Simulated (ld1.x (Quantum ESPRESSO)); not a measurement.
## Configuration tests for cobalt (ultrasoft)

ld1.x (Quantum ESPRESSO) 7.5 input, shortened:

```
&input
   title='Co', zed=27., rel=1, dft='PBESOL', iswitch=3,
   config='[Ar] 3d7 4s0 4p0'
 /
 &inputp
   pseudotype=3, tm=.true., lloc=-1, rcloc=1.30,
   nlcc=.false.,
   which_augfun='PSQ', rmatch_augfun=0.45
 /
6
3S  1  0   2.00   0.00  1.45  1.60  0.0
4S  2  0   0.00   0.00  1.45  1.60  0.0
3P  2  1   6.00   0.00  1.10  1.35  0.0
4P  3  1   0.00   0.00  1.10  1.35  0.0
3D  3  2   7.00   0.00  0.65  0.80  0.0
3D  3  2   0.00   0.05  0.65  0.80  0.0
 &test
   configts(1)='3s2 3p6 3d7 4s0 4p0'
 /
```

Energies are relative to the spin-unpolarised reference configuration 3s2 3p6 3d7 4s0 4p0; without spin polarisation the order of configurations can differ from experiment. Not all tests gave a result: test run stopped at test 4 of 7 (negative rho).

Its overlap operator is not positive definite in a basis up to 400 Ry (lowest eigenvalue s -0.06), so the file is unfit for use: the generalised eigenproblem breaks down once the basis is large enough, and its test numbers describe a broken file.

```csv
valence configuration,charge,ΔE all-electron (eV),error AE − PS (meV)
3s2 3p6 3d7 4s2 4p0,0,-25.742,+1.8
3s2 3p6 3d7 4s1 4p0,+1,-16.697,+1.7
3s2 3p6 3d6 4s0 4p0,+3,35.837,+2.4
```

Levels in the configuration 3s2 3p6 3d7 4s2 4p0:

```csv
level,all-electron (eV),pseudo (eV)
3s,-102.137,-102.152
3p,-65.510,-65.506
3d,-8.230,-8.223
4s,-5.489,-5.490
```

The ghost test of this file was not conclusive.
